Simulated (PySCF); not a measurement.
trans-(1R,2R)-1-chloro-2-ethynylcyclopropane (C5H5Cl), SMILES C#C[C@H]1C[C@H]1Cl. Geometry: PBE0-D3(BJ)/def2-SVP.

Computed equilibrium geometry at PBE0-D3(BJ)/def2-SVP (PySCF confirms it by a frequency run) as bond lengths and angles:
Atoms: C1 C2 C3 C4 C5 Cl6 H7 H8 H9 H10 H11. Bonded distances (Å): C1–C2 1.211, C1–H7 1.074, C2–C3 1.436, C3–C4 1.516, C3–C5 1.512, C3–H8 1.096, C4–C5 1.486, C4–H9 1.093, C4–H10 1.092, C5–Cl6 1.749, C5–H11 1.092. Angles (°): C2–C1–H7 179.7, C1–C2–C3 179.3, C2–C3–C4 120.6, C2–C3–C5 121.2, C2–C3–H8 114.3, C4–C3–C5 58.8, C4–C3–H8 116.5, C5–C3–H8 114.5, C3–C4–C5 60.5, C3–C4–H9 118.4, C3–C4–H10 116.1, C5–C4–H9 118.6, C5–C4–H10 116.8, H9–C4–H10 115.5, C3–C5–C4 60.7, C3–C5–Cl6 120.3, C3–C5–H11 116.7, C4–C5–Cl6 120.1, C4–C5–H11 118.9, Cl6–C5–H11 111.6.
Charge 0, spin multiplicity 1.
